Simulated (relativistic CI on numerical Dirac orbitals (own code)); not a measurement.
Sensitivity of the levels of Hg LX to α and to the nuclear radius

Computed by Dirac-Coulomb-Breit CI, orbitals from a KLI potential per configuration, derivatives by finite differences, unscaled Slater integrals, QED left out (own radial code, finite nucleus).

Configurations in the expansion (outside the closed core [Ne]): 3s2.3p6.3d3, 3s2.3p5.3d4, 3s.3p6.3d4, 3p6.3d5, 3s2.3p6.3d2.4s, 3s2.3p6.3d2.4p, 3s2.3p6.3d2.4d, 3s2.3p5.3d3.4s. Levels of other configurations are missing.

With x = (α/α₀)² − 1 an excitation energy changes as ω = ω₀ + qx; K = 2q/ω₀ is the relative enhancement. Terms are leading LS components, so labels can repeat. The field-shift factor is F = δν/δ⟨r²⟩ for the transition from the lowest level.

Lowest level 3s2.3p6.3d3 4F_3/2.

```
              Level  ω₀ (cm⁻¹)   q (cm⁻¹)     K  F (GHz/fm²)
 3s2.3p6.3d3 4F_5/2     780383     877500  2.25           30
 3s2.3p6.3d3 4P_3/2     837469     873000  2.08         29.7
 3s2.3p6.3d3 2H_9/2     866595     858100  1.98         30.7
 3s2.3p6.3d3 2G_7/2     872345     874200     2         30.4
 3s2.3p6.3d3 4P_1/2     887664     873300  1.97         29.3
 3s2.3p6.3d3 2D_5/2    1108991     901600  1.63         31.5
 3s2.3p6.3d3 4F_7/2    1639217  1.747e+06  2.13         60.2
 3s2.3p6.3d3 4F_9/2    1681317  1.746e+06  2.08         60.9
 3s2.3p6.3d3 4P_3/2    1734008  1.759e+06  2.03         59.5
 3s2.3p6.3d3 2P_1/2    1761365  1.758e+06     2         59.7
3s2.3p6.3d3 2H_11/2    1764855  1.735e+06  1.97         61.9
 3s2.3p6.3d3 4P_5/2    1770197  1.743e+06  1.97         58.2
 3s2.3p6.3d3 2F_7/2    1855260  1.742e+06  1.88           60
```

At this charge energies of transitions that change n are usually good to better than 1 %, and those within a shell (Δn = 0) to a few per cent.
